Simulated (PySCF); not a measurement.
Input file for PySCF: R-B3LYP/6-31G* on H2O (SMILES O).

```python
from pyscf import gto, scf, dft, mp
from pyscf.data.elements import chemcore

mol = gto.M(
    atom='''
    O     0.21157495    0.56181731    0.17730787
    H     0.72367650   -0.15697846   -0.20989852
    H    -0.66149254    0.51654990   -0.22834170
    ''',
    basis='6-31g*',
    cart=True,
    charge=0, spin=0, verbose=3, max_memory=1800)
mf = dft.RKS(mol, xc='b3lyp')
mf.conv_tol = 1e-8
mf.max_cycle = 100
mf.kernel()
if not mf.converged:
    mf = mf.newton().run(mf.mo_coeff, mf.mo_occ)
```

The log:

```
converged SCF energy = -76.4087739048831
```

The calculation finished and met its thresholds.

Cost: around 0.5 core-seconds (rough).
